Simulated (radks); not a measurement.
Numerical settings for the bismuth ion Bi2+, [Hg] 6p1. All-electron calculation, scalar-relativistic Kohn-Sham, BLYP, spin-polarised, spherical densities, point nucleus; open shells are filled with parallel spins first (spin-orbit coupling, left out, can overturn this in heavy ions). Program: a radial shooting solver on a logarithmic mesh with Libxc functionals. The defaults (mesh step 0.008 in ln r, mesh end at 40 bohr or more with all orbitals vanishing there, Anderson mixing 0.5 over 9 steps, residual threshold near 1e-9 with the energy settled to 1e-9 hartree or 1e-11 of itself, here a cap of 80 iterations) give E = -21531.018 hartree and 6p at -19.517 eV in 14 iterations. Run on one thread of a shared host, so times are rough (Arm Neoverse N1): 0.42 s of CPU time, 0.42 s wall, 14 iterations on 2587 mesh points. Changes against that run (0 stands for a change within the tolerance of the run):

mesh step in ln r 0.005: iterations 14; converged yes; E (mhartree) 0; e(6p) (meV) 0; CPU (s) 0.65
mesh step in ln r 0.05: iterations 14; converged yes; E (mhartree) +0.177; e(6p) (meV) +0.00498; CPU (s) 0.1
mesh step in ln r 0.012: iterations 14; converged yes; E (mhartree) 0; e(6p) (meV) 0; CPU (s) 0.29
mesh end (bohr) 8: iterations 14; converged yes; E (mhartree) +0.104; e(6p) (meV) +6.55; CPU (s) 0.4
mesh end (bohr) 2: iterations 7; converged no; E (mhartree) diverged; CPU (s) 0.33
residual threshold 0.1: iterations 11; converged yes; E (mhartree) 0; e(6p) (meV) -0.0414; CPU (s) 0.37
residual threshold 1e-05: iterations 11; converged yes; E (mhartree) 0; e(6p) (meV) -0.0414; CPU (s) 0.37
mixing 1.5: iterations 16; converged yes; E (mhartree) 0; e(6p) (meV) 0; CPU (s) 0.46
linear mixing, mixing 0.5: iterations 30; converged yes; E (mhartree) 0; e(6p) (meV) 0; CPU (s) 0.71
linear mixing, mixing 1: iterations 80; converged no; E (mhartree) +1.23e+06; e(6p) (meV) +1.33e+04; CPU (s) 5.7
mixing history 20: iterations 21; converged yes; E (mhartree) 0; e(6p) (meV) 0; CPU (s) 0.56
iteration cap 5: iterations 5; converged no; E (mhartree) +7.44; e(6p) (meV) +54.1; CPU (s) 0.18

No run marked as converged misses the energy by more than 1 mhartree. A mesh that ends early acts as a hard wall.
